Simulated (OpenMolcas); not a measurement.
O3+: effect of the IPEA shift

```
Program             : OpenMolcas
Basis               : ANO-RCC-VTZP [4s3p2d1f]
Scalar Hamiltonian  : DKH2, point nucleus
Active space        : 3 electrons in 4 orbitals (2s 2p)
State averaging     : 2S+1 = 4 odd, 1 root; 2S+1 = 2 odd, 11 roots; 2S+1 = 4 even, 3 roots; 2S+1 = 2 even, 9 roots
Spin-orbit coupling : state interaction with AMFI integrals over the reference wave functions, term energies averaged over their components
```

Methods on the same reference wave functions:
A. CASSCF
B. MS-CASPT2, IPEA 0 Eh, imaginary shift 0.1 Eh (closed shells correlated: 1s)
C. MS-CASPT2, IPEA 0.25 Eh, imaginary shift 0.1 Eh (closed shells correlated: 1s)

Energies in cm-1 above 2s2 2p 2P* 1/2, the measured ground level; measured values from Moore, Selected Tables of Atomic Spectra, NSRDS-NBS 3, section 10.

```csv
Level,A,B,C,Measured
2s2 2p 2P* 1/2,0.0,0.0,0.0,0.0
2s2 2p 2P* 3/2,359,360,360,386
2s 2p2 4P 1/2,65509,70320,70040,71440
2s 2p2 4P 3/2,65640,70450,70180,71570
2s 2p2 4P 5/2,65857,70670,70390,71756
2s 2p2 2D 3/2,132699,127400,127660,126950
2s 2p2 2D 5/2,132700,127400,127660,126936
2s 2p2 2S 1/2,169166,165770,165820,164366
2s 2p2 2P 1/2,191593,182200,183070,180481
2s 2p2 2P 3/2,191845,182460,183320,180724
2p3 4S* 3/2,228880,231250,231060,231538
2p3 2D* 3/2,265357,256570,256890,255185
2p3 2D* 5/2,265359,256580,256900,255156
2p3 2P* 1/2,301631,291450,291760,289015
2p3 2P* 3/2,301649,291460,291780,289024
```

Deviations, from unrounded energies. A percentage is the sum of absolute deviations over the sum of measured energies, with the sign that they share, or ± where signs differ.

```csv
Against measurement,Levels,A,B,C
mean absolute deviation (cm-1),14,7500,1200,1500
fine structure of the ground term (%),1,-6.9,-6.6,-6.6
other configurations (%),13,±4.5,±0.7,±0.9
```

B lies closest to measurement on these levels and A furthest from it. The largest miss of B in the table is 2p3 2P* 3/2, by +2400 cm-1. The ranking rests on the paired levels alone, and a cruder setting can come out closer through cancelling errors.

Between B and C the level of the table that moves most is 2s 2p2 2P 3/2, by 860 cm-1 (lowest in B, highest in C). Moves below CASPT2's spread within the term are not significant.

The mean deviations of B to C differ by less than CASPT2's widest spread within a term (710 cm-1), so their order carries little weight.

The lowest spin-free term lies below A's lowest term by 0.042 hartree in B, 0.040 hartree in C.

Term energies are means over components that CASPT2 splits; among the terms shown or strongly mixed into the levels shown the widest spread is 710 cm-1 (2p3 2D*, C). Measured partners are found by configuration, term and J. A level has none where our copy of the source lacks it or the pairing is in doubt (some pairs that miss far off the trend of their configuration count as doubtful), and it then counts in no deviation. Levels of configurations outside the active space are missing.

* marks odd parity.
